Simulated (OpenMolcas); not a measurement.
## Au4+: effect of the active space

```json
{"Program": "OpenMolcas", "Method": "CASSCF or its RAS form", "Basis": "ANO-RCC-VTZP", "Scalar Hamiltonian": "DKH2, point nucleus", "Spin-orbit coupling": "RASSI with atomic mean-field integrals over the reference wave functions, term energies averaged over their components"}
```

A. 7 electrons in 5 orbitals (5d); 2S+1 = 4 even, 10 roots; 2S+1 = 2 even, 40 roots; cost roughly 9 core-seconds
B. 13 electrons in 8 orbitals (RAS1 5p, at most 2 holes; RAS2 5d); 2S+1 = 4 even, 10 roots; 2S+1 = 2 even, 40 roots; cost roughly 23 core-seconds

Energies in cm⁻¹ above 5d⁷ ⁴F_9/2.

```csv
Level,A,B
5d⁷ ⁴F_9/2,0.0,0.0
5d⁷ ⁴F_7/2,12033,12086
5d⁷ ⁴F_5/2 [55 %],14157,13311
5d⁷ ⁴P_5/2 [75 %],22980,22167
5d⁷ ²G_9/2 [58 %],23451,23612
5d⁷ ⁴P_1/2 [64 %],27476,26257
5d⁷ ²H_11/2,30996,31694
5d⁷ ²G_7/2,32454,32249
5d⁷ ²D_5/2(1) [68 %],37869,36521
5d⁷ ²P_1/2 [64 %],43601,42302
5d⁷ ²H_9/2 [71 %],43899,44384
5d⁷ ²F_5/2,44687,43587
5d⁷ ²F_7/2,52701,51889
5d⁷ ²D_3/2(2),70908,67260
5d⁷ ²D_5/2(2),75467,72598
```

Between A and B the level of the table that moves most is 5d⁷ ²D_3/2(2), by 3600 cm-1 (lowest in B, highest in A).

Without dynamic correlation excited terms often stand tens of per cent too high (terms of higher spin than the ground term too low), and those without a measured partner can miss by more than the paired ones. Active for correlation alone: 5p; no level in the range computed is led by a configuration that opens it, so any true level of that kind is missing (holds for B). Only configurations of the active space appear. Levels that lie high or do not pair safely by name in every column are left out.

A share in square brackets marks a mixed level and gives the weight of the term that names it, the lowest over the columns. A number in round brackets counts repeated terms of one configuration in the order of the reference energies.
